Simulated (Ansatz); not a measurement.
H2S (SMILES S), charge 0, multiplicity 1, relaxed at each level with Ansatz (a program for electronic structure); harmonic frequencies from differences of analytic forces, average atomic masses, frozen cores.

| level | harmonic frequencies (cm⁻¹) | ZPE (eV) | cost over HF/def2-TZVPP (rough) |
|---|---|---|---|
| HF/def2-TZVPP | 1320 2860 2868 | 0.437 | ×1 |
| PBE/def2-TZVPP | 1166 2633 2647 | 0.400 | ×1 |
| r2SCAN/def2-TZVPP | 1203 2706 2720 | 0.411 | ×2 |
| B3LYP/def2-TZVPP | 1214 2688 2699 | 0.409 | ×2 |
| MP2/cc-pV(T+d)Z | 1216 2784 2802 | 0.422 | ×2 |
| CCSD(T)/cc-pV(Q+d)Z | 1211 2726 2742 | 0.414 | ×90 |

Measured: harmonic frequencies 2721.9, 1214.5, 2733.4 cm⁻¹ [NIST CCCBDB]; fundamentals as far as tabulated 2615, 1183, 2626 cm⁻¹ [NIST CCCBDB]. Measured modes stand in the spectroscopists' order.
